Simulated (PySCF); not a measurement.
H2HfO at several levels of theory

All levels use the PBE0 minimum (singlet; Hf–H 1.863 Å (×2), Hf–O 1.737 Å; H–Hf–H 109.0°, H–Hf–O 104.7° (×2)), basis [Hf def2-TZVP with ECP60, O def2-TZVP, H def2-TZVP], scalar-relativistic core potentials, density fitting, no spin–orbit coupling, PySCF. For vertical energies the ionised species is a doublet (spins chosen at PBE0 and kept) and the electron-attached one a doublet. Atomisation goes to high-spin ground-configuration atoms, without zero-point energy. Open shells are unrestricted, also as the reference of the correlated levels. A dash marks a value that was not computed or is not defined at that level.

```
level  atomisation (kJ/mol)  vertical IP (eV)  vertical EA (eV)  −ε(HOMO) (eV)  gap (eV)  dipole (D)
 PBE0                  1305             10.19              1.15           7.86      5.14        5.90
   HF                   855              9.99              1.09          11.04     10.47        7.01
  MP2                     ?                 ?                 ?              –         –           –
  PBE                     ?                 ?                 ?              ?         ?           ?
```

**Question.** Fill in the row of MP2.

**Answer.** atomisation (kJ/mol) 1348, vertical IP (eV) 10.11, vertical EA (eV) 1.01.

**Question.** Fill in the row of PBE.

**Answer.** atomisation (kJ/mol) 1375, vertical IP (eV) 9.90, vertical EA (eV) 1.02, −ε(HOMO) (eV) 6.58, gap (eV) 3.11, dipole (D) 5.43.

Without diffuse functions attachment energies tend to come out too low.

No spin–orbit coupling is included, which matters more the heavier the element.
